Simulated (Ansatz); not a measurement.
Cost and result up the ladder for Si2B2 (4 atoms). Charge 0, multiplicity 1. Geometry: B3LYP-D4/def2-TZVP.

```
atom   x (Å)   y (Å)   z (Å)
  B1   0.461  -0.362   0.473
  B2  -0.461   0.358  -0.476
 Si3  -1.613   1.254  -1.655
 Si4   1.612  -1.251   1.658
```

Ansatz on 4 threads of Arm Neoverse V2 on a shared host. Times are rough, and most runs start from the orbitals of an earlier one. ωB97X-V/def2-TZVP serves as the yardstick here, not as an exact answer. Binding counts from free atoms at the same level (B doublet, Si triplet; other spins of the atoms weren't run), without zero-point energy.

Correlated methods freeze 12 core orbitals. Another isomer (singlet) lies 1.52 eV lower at PBE0-D4/def2-TZVP; other spin states weren't run for this one.

```json
{"level": "PBE-D4/def2-TZVP (with forces)", "functions": "136", "wall time": "0.95 s"}
{"level": "PBE0-D4/def2-TZVP", "functions": "136", "wall time": "1.1 s"}
{"level": "r2SCAN-D4/def2-TZVP", "functions": "136", "wall time": "1.6 s"}
{"level": "r2SCANh-D4/def2-TZVP", "functions": "136", "wall time": "1.6 s"}
{"level": "CCSD(T)/def2-TZVPP", "functions": "146", "wall time": "20 s"}
{"level": "ωB97X-V/def2-TZVP", "functions": "136", "wall time": "1.9 min"}
```

**Question.** Estimate what each level gives for the binding energy per atom (eV).

**Answer.** 
| level | binding energy per atom (eV) | difference from ωB97X-V/def2-TZVP (eV) | remarks |
| --- | --- | --- | --- |
| PBE-D4/def2-TZVP (with forces) | 3.17 | 0.50 | – |
| PBE0-D4/def2-TZVP | 2.94 | 0.27 | – |
| r2SCAN-D4/def2-TZVP | 2.99 | 0.32 | – |
| r2SCANh-D4/def2-TZVP | 2.90 | 0.23 | – |
| CCSD(T)/def2-TZVPP | 2.76 | 0.09 | large T1, stability undecided |
| ωB97X-V/def2-TZVP | 2.67 | 0.00 | – |
